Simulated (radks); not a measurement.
Results of a calculation; reference values are marked as such.
All-electron atom: Ir in [Xe] 4f14 5d8 6s1 (not the ground configuration).

Code: a radial shooting solver on a logarithmic mesh with Libxc functionals. Model: scalar-relativistic Kohn-Sham, PBEsol, spin-unpolarised, spherical densities, finite nucleus; Fermi nuclear charge, rms radius 5.4032 fm.

Energy parts (Ry):
part                       energy
total                 -35638.1448
kinetic                39599.7499
electron-nucleus      -88441.2092
Hartree                13885.4988
exchange-correlation    -682.1843

Orbitals (lengths in bohr, moments of r in powers of bohr; <r^-3> diverges for s and p1/2; r(90%) holds 90 % of the orbital's charge):
orbital  occ.  eigenvalue (Ry)   <1/r>  <r^-3>  r(90%)      <r>
1s          2        -5591.080   92.12       -  0.0318  0.01745
2s          2        -978.0039   21.58       -   0.114  0.07364
2p          6        -849.9897   19.36   23030   0.108  0.06625
3s          2        -228.5876   7.999       -   0.279   0.1905
3p          6        -191.1367   7.336    5215   0.286   0.1914
3d         10        -149.8167   6.917   657.3   0.269   0.1733
4s          2        -48.58425   3.418       -   0.607   0.4235
4p          6        -36.29483   3.095    1238   0.654   0.4507
4d         10        -21.18150   2.766   135.3   0.715   0.4785
5s          2         -7.01363   1.376       -    1.40   0.9792
4f         14         -4.38086   2.316   25.00   0.869   0.5355
5p          6         -3.84605   1.162   197.1    1.66    1.138
6s          1         -0.41036  0.4255       -    4.49    2.985
5d          8         -0.40026  0.7478   10.02    2.87    1.790

The highest occupied level is 5d at -5.446 eV. The density falls to 0.001 e/bohr^3 at r = 4.43 bohr. Summed over all electrons, <r^2> = 62.66 bohr^2, which gives a Langevin (diamagnetic) susceptibility term of -49.6 x 10^-6 cm^3/mol.
